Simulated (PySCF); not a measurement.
# TDDFT excited states: C2H6BeO

Species: BeMe(OMe), C2H6BeO.
Bonds: Be1–C2, Be1–O6, O6–C7. Hydrogens: H3, H4, H5 on C2; H8, H9, H10 on C7.

Computed with PySCF 2.14.0, density-fitted response routines, TDDFT CAM-B3LYP/def2-SVPD, vertical, gas phase, core orbitals frozen in the response. Isolated species at its PBE0-D3(BJ)/def2-SVP geometry, gas phase.

```csv
state,E (eV),E (hartree),f,"main configurations (H = HOMO, L = LUMO)"
S1,7.37,0.2707,0.0003,"H-1/H→L (≥70%), H-1/H→L+3 (≥20%)"
S2,7.37,0.2708,0.0003,"H-1/H→L (≥70%), H-1/H→L+3 (≥20%)"
S3,7.48,0.2749,0.099,H-2→L (93%)
S4,7.88,0.2894,0.0000,"H-1/H→L+1/L+2 (≥77%), H-1/H→L+5 (≥9%)"
S5,7.91,0.2906,0.0033,H-1/H→L+1/L+2 (≥67%)
S6,7.91,0.2906,0.0019,H-1/H→L+1/L+2 (≥68%)
S7,8.08,0.2970,0.034,"H-2→L+1/L+2 (≥79%), H-2→L+5 (11%)"
S8,8.08,0.2971,0.035,"H-2→L+1/L+2 (≥79%), H-2→L+6 (11%)"
S9,8.38,0.3081,0.151,"H-1/H→L+1/L+2 (≥74%), H-1/H→L+3 (≥9%)"
```

Triplets, Tamm–Dancoff:

```json
{"state": "T1", "E (eV)": "7.07", "λ (nm)": "175.4", "main configurations (H = HOMO, L = LUMO)": "H-2→L (89%)"}
{"state": "T2", "E (eV)": "7.18", "λ (nm)": "172.7", "main configurations (H = HOMO, L = LUMO)": "H-1/H→L (≥68%), H-1/H→L+3 (≥19%)"}
{"state": "T3", "E (eV)": "7.18", "λ (nm)": "172.7", "main configurations (H = HOMO, L = LUMO)": "H-1/H→L (≥68%), H-1/H→L+3 (≥19%)"}
```

The lowest singlet level (S1/S2) comes at 168 nm (711 kJ/mol) in the vacuum ultraviolet; it is very weak. The strongest level in the table is S9 at 8.38 eV (148 nm, f = 0.151). It is the last of those listed, so stronger ones may follow. S1/S2, S5/S6 and S7/S8 lie within about 0.01 eV of each other in each set. Löwdin shares by element: HOMO (one of a set within 0.03 eV) oxygen 60%, carbon 18% or more, hydrogen 15% or more; LUMO beryllium 59%, carbon 18%, oxygen 5% (atoms not listed hold the other 17%). The listed states span 1.02 eV, and the widest gap between neighbours is 0.39 eV (S3 to S4). Weighted by f, the mean energy of these states is 8.04 eV. Of the 9 states listed, 4 reach f = 0.01 and 3 stay under 0.0005. Orbitals of the list HOMO-3 to LUMO+2 that lie within 0.01 eV of each other are written together with a slash and their weights summed (≥ marks a lower bound); for degenerate orbitals outside that list single weights are arbitrary. Singlets were solved by full linear response, triplets in the Tamm–Dancoff approximation. The highest level found (8.40 eV, f 0.032 so far) is left out, since the window may have cut off a degenerate partner.
